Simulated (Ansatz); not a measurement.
A series at Si: from orthosilicic acid, ligands are replaced one by one, each step taking up NH₃ and setting free H₂O; n counts the steps. Ansatz, PBE0-D4/def2-TZVP geometries. Each molecule was computed in one conformer, which needn't be the lowest.

CBS adds triple-zeta CCSD(T) − MP2 to the MP2 limit, frozen cores; atoms without spin–orbit coupling. 

```tsv
n	molecule	atomization energy, CCSD(T)/CBS (kJ/mol)
0	`O[Si](O)(O)O`	3791.1
1	`N[Si](O)(O)O`	4015.1
2	`N[Si](N)(O)O`	4239.0
3	`N[Si](N)(N)O`	?
4	`N[Si](N)(N)N`	4680.0
```

Q: By hand: fit a straight line y = ȳ + b (n − n̄) to the 4 given rows and predict n = 3.

A: n̄ = 1.750, ȳ = 4181.30; Σ(n − n̄)(y − ȳ) = 1944.00, Σ(n − n̄)² = 8.750, so b = 222.17 kJ/mol a step. Prediction: 4181.30 + (222.17) × (1.250) = 4459.0 kJ/mol.

Q: By hand: compare with the computed value, 4464.0 kJ/mol, and give the steps along the whole series.

A: The line misses by 5.0 kJ/mol (computed minus predicted). Steps: 224.0, 223.9, 225.0, 216.0 kJ/mol.

The steps differ by at most 9.0 kJ/mol, 4.0 % of a mean step, so the ligands' effects nearly add and a line is close. The miss is 0.6 % of the series' range. The energies themselves are unsure by some kJ/mol a bond, though much of that is common to the series.
